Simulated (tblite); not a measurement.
A geometry optimisation, step by step.

Species: C₆H₁₁BClN.
SMILES with atom numbers: `[CH2:1]=[C:2]([CH3:3])[B@-:4]([CH3:5])([Cl:6])[N+:7]#[C:8][CH3:9]` (hydrogens: H10, H11 on C1; H12, H13, H14 on C3; H15, H16, H17 on C5; H18, H19, H20 on C9)
Bond orders are those of one Lewis drawing.

Computed with GFN2-xTB (tblite), gas phase: L-BFGS steps from a force-field or distance-geometry start until the largest atomic force falls under 0.01 eV/Å. 3 of its 177 geometries are shown.

Step 0: E = -737.6896 eV, largest atomic force 2.245 eV/Å
```
atom  x, y, z in Å  |  force x, y, z in eV/Å
C1     -1.683   -0.082    1.431   -0.367  -0.492  -0.558
C2     -1.392   -0.218    0.131   -0.696  -0.900   1.804
C3     -2.195   -1.256   -0.594   -0.438   0.550  -0.839
B4     -0.264    0.621   -0.579   -0.276  -0.378  -0.325
C5     -0.283    2.154   -0.175    1.485   0.927  -0.188
Cl6    -0.577    0.563   -2.419    0.543  -0.256  -0.349
N7      1.057    0.018   -0.247    2.032  -0.923   0.239
C8      2.106   -0.440    0.004   -0.592   0.160  -0.358
C9      3.439   -1.014    0.294   -0.572   1.004  -0.528
H10    -2.501   -0.728    1.800    0.667   0.743   0.327
H11    -1.187    0.623    2.079   -0.205  -0.193   0.079
H12    -2.866   -1.839    0.072    0.753   0.154  -0.463
H13    -2.861   -0.693   -1.288    0.369  -0.519   0.189
H14    -1.505   -1.853   -1.207   -0.546  -0.142   0.265
H15    -0.415    2.340    0.888   -0.287   0.097  -0.202
H16     0.750    2.531   -0.419   -1.030   0.258   0.058
H17    -1.028    2.669   -0.798    0.426   0.039   0.606
H18     3.367   -2.068    0.609   -0.064   0.632   0.074
H19     4.083   -0.971   -0.617   -0.682  -0.043   0.425
H20     3.951   -0.349    1.031   -0.522  -0.716  -0.255
```

Step 88: E = -738.2826 eV, largest atomic force 0.068 eV/Å
```
atom  x, y, z in Å  |  force x, y, z in eV/Å
C1     -1.477   -0.261    1.484   -0.007   0.012  -0.052
C2     -1.351   -0.269    0.163    0.017  -0.015  -0.015
C3     -2.239   -1.140   -0.675    0.004  -0.016  -0.007
B4     -0.244    0.652   -0.579   -0.022  -0.024   0.042
C5     -0.369    2.238   -0.270    0.012  -0.011  -0.014
Cl6    -0.094    0.311   -2.421   -0.022   0.005   0.031
N7      1.081    0.154   -0.119    0.021  -0.018   0.008
C8      2.086   -0.366    0.085    0.012  -0.051   0.023
C9      3.327   -1.021    0.331    0.016   0.021   0.003
H10    -2.225   -0.854    1.989    0.022   0.014   0.031
H11    -0.853    0.351    2.114    0.002  -0.024   0.015
H12    -2.985   -1.645   -0.064   -0.034   0.010   0.003
H13    -2.739   -0.546   -1.438   -0.002   0.012   0.017
H14    -1.645   -1.893   -1.193    0.039   0.015  -0.024
H15    -0.288    2.444    0.795   -0.021  -0.026  -0.007
H16     0.399    2.815   -0.779   -0.009   0.017  -0.030
H17    -1.336    2.607   -0.600    0.015   0.039  -0.006
H18     3.151   -2.035    0.696   -0.020   0.057  -0.032
H19     3.897   -1.064   -0.599   -0.014  -0.010   0.032
H20     3.898   -0.466    1.077   -0.009  -0.008  -0.018
```

Step 176: E = -738.3115 eV, largest atomic force 0.009 eV/Å
```
atom  x, y, z in Å  |  force x, y, z in eV/Å
C1     -1.188   -0.981    1.343    0.004   0.002   0.008
C2     -1.346   -0.424    0.150    0.000   0.000  -0.008
C3     -2.664   -0.522   -0.562    0.000   0.002   0.002
B4     -0.198    0.409   -0.614   -0.003   0.002   0.004
C5     -0.388    2.021   -0.579    0.001  -0.002   0.000
Cl6     0.054   -0.220   -2.376    0.001   0.003   0.000
N7      1.128    0.071   -0.040   -0.003   0.002  -0.001
C8      2.181   -0.283    0.251    0.000   0.000   0.001
C9      3.489   -0.723    0.602   -0.001  -0.001  -0.003
H10    -1.988   -1.511    1.838    0.000  -0.004   0.000
H11    -0.260   -0.927    1.890   -0.003   0.003  -0.003
H12    -3.376   -1.121    0.002   -0.004  -0.002  -0.002
H13    -3.079    0.473   -0.714    0.001  -0.001   0.002
H14    -2.520   -0.969   -1.544   -0.002  -0.001  -0.002
H15    -0.478    2.381    0.444    0.002  -0.001   0.000
H16     0.444    2.540   -1.048    0.001  -0.002  -0.002
H17    -1.291    2.310   -1.109   -0.001  -0.001   0.001
H18     3.422   -1.618    1.222    0.002   0.002   0.000
H19     4.042   -0.957   -0.309    0.003  -0.002   0.001
H20     4.011    0.061    1.150    0.002  -0.001   0.002
```

**Question.** Summarise the path.

**Answer.** The energy falls by 60.01 kJ/mol from step 0 to step 176; nine tenths of that is first reached at step 22. It rises by more than 0.2 meV at step 148. The largest force goes from 2.245 to 0.009 eV/Å. Among the bonds C8–C9 changes most, from 1.481 to 1.424 Å; the atoms move by 0.834 Å rms after alignment.

**Question.** Follow the three bonds and two angles with the largest change from start to end.

**Answer.** 
```json
{"step": "0", "E above end (kJ/mol)": "60.01", "largest force (eV/Å)": "2.245", "C8–C9 (Å)": "1.481", "C5–H16 (Å)": "1.126", "B4–C5 (Å)": "1.586", "Cl6–B4–N7 (°)": "110.9", "B4–N7–C8 (°)": "178.9"}
{"step": "8", "E above end (kJ/mol)": "11.82", "largest force (eV/Å)": "0.249", "C8–C9 (Å)": "1.430", "C5–H16 (Å)": "1.084", "B4–C5 (Å)": "1.628", "Cl6–B4–N7 (°)": "104.5", "B4–N7–C8 (°)": "177.3"}
{"step": "15", "E above end (kJ/mol)": "7.12", "largest force (eV/Å)": "0.148", "C8–C9 (Å)": "1.423", "C5–H16 (Å)": "1.090", "B4–C5 (Å)": "1.628", "Cl6–B4–N7 (°)": "100.8", "B4–N7–C8 (°)": "177.4"}
{"step": "23", "E above end (kJ/mol)": "5.82", "largest force (eV/Å)": "0.084", "C8–C9 (Å)": "1.423", "C5–H16 (Å)": "1.089", "B4–C5 (Å)": "1.624", "Cl6–B4–N7 (°)": "100.3", "B4–N7–C8 (°)": "174.0"}
{"step": "31", "E above end (kJ/mol)": "5.02", "largest force (eV/Å)": "0.084", "C8–C9 (Å)": "1.425", "C5–H16 (Å)": "1.090", "B4–C5 (Å)": "1.626", "Cl6–B4–N7 (°)": "100.4", "B4–N7–C8 (°)": "173.9"}
{"step": "38", "E above end (kJ/mol)": "4.59", "largest force (eV/Å)": "0.070", "C8–C9 (Å)": "1.423", "C5–H16 (Å)": "1.089", "B4–C5 (Å)": "1.623", "Cl6–B4–N7 (°)": "100.2", "B4–N7–C8 (°)": "172.3"}
{"step": "46", "E above end (kJ/mol)": "3.85", "largest force (eV/Å)": "0.117", "C8–C9 (Å)": "1.424", "C5–H16 (Å)": "1.087", "B4–C5 (Å)": "1.620", "Cl6–B4–N7 (°)": "99.8", "B4–N7–C8 (°)": "169.8"}
{"step": "54", "E above end (kJ/mol)": "3.47", "largest force (eV/Å)": "0.032", "C8–C9 (Å)": "1.425", "C5–H16 (Å)": "1.088", "B4–C5 (Å)": "1.621", "Cl6–B4–N7 (°)": "99.3", "B4–N7–C8 (°)": "169.6"}
{"step": "61", "E above end (kJ/mol)": "3.33", "largest force (eV/Å)": "0.037", "C8–C9 (Å)": "1.424", "C5–H16 (Å)": "1.088", "B4–C5 (Å)": "1.620", "Cl6–B4–N7 (°)": "99.5", "B4–N7–C8 (°)": "169.6"}
{"step": "69", "E above end (kJ/mol)": "3.20", "largest force (eV/Å)": "0.018", "C8–C9 (Å)": "1.425", "C5–H16 (Å)": "1.088", "B4–C5 (Å)": "1.620", "Cl6–B4–N7 (°)": "99.5", "B4–N7–C8 (°)": "169.5"}
{"step": "77", "E above end (kJ/mol)": "3.10", "largest force (eV/Å)": "0.025", "C8–C9 (Å)": "1.425", "C5–H16 (Å)": "1.088", "B4–C5 (Å)": "1.621", "Cl6–B4–N7 (°)": "99.7", "B4–N7–C8 (°)": "169.5"}
{"step": "84", "E above end (kJ/mol)": "3.00", "largest force (eV/Å)": "0.065", "C8–C9 (Å)": "1.424", "C5–H16 (Å)": "1.088", "B4–C5 (Å)": "1.620", "Cl6–B4–N7 (°)": "99.5", "B4–N7–C8 (°)": "169.5"}
{"step": "92", "E above end (kJ/mol)": "2.56", "largest force (eV/Å)": "0.069", "C8–C9 (Å)": "1.424", "C5–H16 (Å)": "1.088", "B4–C5 (Å)": "1.621", "Cl6–B4–N7 (°)": "100.2", "B4–N7–C8 (°)": "170.2"}
{"step": "99", "E above end (kJ/mol)": "2.43", "largest force (eV/Å)": "0.024", "C8–C9 (Å)": "1.424", "C5–H16 (Å)": "1.088", "B4–C5 (Å)": "1.621", "Cl6–B4–N7 (°)": "100.5", "B4–N7–C8 (°)": "170.3"}
{"step": "107", "E above end (kJ/mol)": "2.34", "largest force (eV/Å)": "0.094", "C8–C9 (Å)": "1.425", "C5–H16 (Å)": "1.088", "B4–C5 (Å)": "1.621", "Cl6–B4–N7 (°)": "100.5", "B4–N7–C8 (°)": "170.5"}
{"step": "115", "E above end (kJ/mol)": "2.00", "largest force (eV/Å)": "0.079", "C8–C9 (Å)": "1.424", "C5–H16 (Å)": "1.088", "B4–C5 (Å)": "1.618", "Cl6–B4–N7 (°)": "100.2", "B4–N7–C8 (°)": "169.4"}
{"step": "122", "E above end (kJ/mol)": "1.62", "largest force (eV/Å)": "0.054", "C8–C9 (Å)": "1.424", "C5–H16 (Å)": "1.088", "B4–C5 (Å)": "1.618", "Cl6–B4–N7 (°)": "100.0", "B4–N7–C8 (°)": "167.8"}
{"step": "130", "E above end (kJ/mol)": "1.38", "largest force (eV/Å)": "0.027", "C8–C9 (Å)": "1.424", "C5–H16 (Å)": "1.088", "B4–C5 (Å)": "1.621", "Cl6–B4–N7 (°)": "99.8", "B4–N7–C8 (°)": "168.0"}
{"step": "138", "E above end (kJ/mol)": "1.27", "largest force (eV/Å)": "0.020", "C8–C9 (Å)": "1.424", "C5–H16 (Å)": "1.088", "B4–C5 (Å)": "1.620", "Cl6–B4–N7 (°)": "99.6", "B4–N7–C8 (°)": "167.8"}
{"step": "145", "E above end (kJ/mol)": "1.16", "largest force (eV/Å)": "0.050", "C8–C9 (Å)": "1.424", "C5–H16 (Å)": "1.088", "B4–C5 (Å)": "1.619", "Cl6–B4–N7 (°)": "100.0", "B4–N7–C8 (°)": "167.5"}
{"step": "153", "E above end (kJ/mol)": "0.57", "largest force (eV/Å)": "0.062", "C8–C9 (Å)": "1.424", "C5–H16 (Å)": "1.088", "B4–C5 (Å)": "1.619", "Cl6–B4–N7 (°)": "99.3", "B4–N7–C8 (°)": "169.0"}
{"step": "161", "E above end (kJ/mol)": "0.08", "largest force (eV/Å)": "0.061", "C8–C9 (Å)": "1.424", "C5–H16 (Å)": "1.088", "B4–C5 (Å)": "1.623", "Cl6–B4–N7 (°)": "99.4", "B4–N7–C8 (°)": "170.6"}
{"step": "168", "E above end (kJ/mol)": "0.02", "largest force (eV/Å)": "0.016", "C8–C9 (Å)": "1.424", "C5–H16 (Å)": "1.088", "B4–C5 (Å)": "1.623", "Cl6–B4–N7 (°)": "99.6", "B4–N7–C8 (°)": "170.8"}
{"step": "176", "E above end (kJ/mol)": "0.00", "largest force (eV/Å)": "0.009", "C8–C9 (Å)": "1.424", "C5–H16 (Å)": "1.088", "B4–C5 (Å)": "1.623", "Cl6–B4–N7 (°)": "99.5", "B4–N7–C8 (°)": "171.0"}
```

The cost below is that of the whole relaxation. The run took 2.7 s wall on one thread, Arm Neoverse N1 (aarch64), no GPU, shared host.
